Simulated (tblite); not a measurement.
C7H8F (doublet state).
Geometry (GFN2-xTB, Å), atoms numbered from 1 in this order:
```xyz
16
C7H8F angstrom
C      2.0521    2.0109    0.6654
C      1.4725    1.2067   -0.0047
C      0.7443    0.2049   -0.7681
C     -0.1629   -0.5627    0.1489
C     -1.5036   -0.2744    0.3392
C     -2.2161    0.7343   -0.2460
C      0.5154   -1.6624    0.8996
F     -0.2585   -2.1878    1.9018
H      2.5675    2.7275    1.2323
H      1.4671   -0.4706   -1.2382
H      0.1708    0.7005   -1.5530
H     -2.0317   -0.9214    1.0283
H     -3.2608    0.8608   -0.0302
H     -1.7720    1.4425   -0.9219
H      0.7695   -2.5032    0.2342
H      1.4388   -1.2967    1.3709
```

Structure optimised with GFN2-xTB, isolated species. This method treats the open shell by occupation alone, without spin polarisation.

Take the most abundant isotopes and a rigid rotor. The values belong to one conformer with, in the numbering `[CH:1]#[C:2][CH2:3]/[C:4](=[CH:5]\[CH2:6])[CH2:7][F:8]`, C2–C3–C4–C5 96°, C4–C5–C6–H 179° and -2°, C3–C4–C7–F8 169°.

(1) What are A, B and C (MHz)?

(2) What kind of rotor is it?

(3) What does the inertial defect say?

(4) Give the other two planar moments, Paa and Pbb, and the rms extents of the mass along the axes.

(5) Where do the levels up to J = 3 lie, in cm⁻¹?

Answers

(1) Ia = 214.68, Ib = 325.89, Ic = 463.98 u·Å²; 505379 MHz·u·Å²/I gives A = 2354, B = 1551, C = 1089 MHz.

(2) An asymmetric top. Ray's parameter κ = (2B − A − C)/(A − C) = -0.270; −1 is the prolate and +1 the oblate limit.

(3) Not planar: Δ = Ic − Ia − Ib = -76.59 u·Å². For a rigid frame Δ = −2 Σ m c², so Σ m c² = 38.29 u·Å² lies off the ab plane: 10.43 from hydrogen and 27.87 from heavier atoms. The atom farthest from that plane is 1.87 Å away.

(4) Paa = Σ m a² = (Ib + Ic − Ia)/2 = 287.59 and Pbb = Σ m b² = (Ia + Ic − Ib)/2 = 176.38 u·Å². With the mass M = 111.06 u, the rms extents √(P/M) along a, b and c are 1.61, 1.26, 0.59 Å.

(5) Above 0(0,0):
J = 1: 1(0,1) 0.0881, 1(1,1) 0.1149, 1(1,0) 0.1303
J = 2: 2(0,2) 0.2592, 2(1,2) 0.2756, 2(1,1) 0.3218, 2(2,1) 0.4022, 2(2,0) 0.4071
J = 3: 3(0,3) 0.5062, 3(1,3) 0.5139, 3(1,2) 0.6052, 3(2,2) 0.6663, 3(2,1) 0.6885, 3(3,1) 0.8416, 3(3,0) 0.8426
The levels of one J sum to (2J + 1)J(J + 1)(A + B + C)/3.

For this open shell read J as N, the rotation without spin; fine and hyperfine splittings come on top. Its GFN2-xTB frequencies are all real (lowest 23 cm⁻¹). These are rigid-rotor constants of the computed structure; measured ground-state constants (B0) also hold zero-point vibration.

Time: 1.9 s wall. Hardware: an Intel Xeon at 2.50 GHz with one thread (shared host). This is the geometry optimisation.
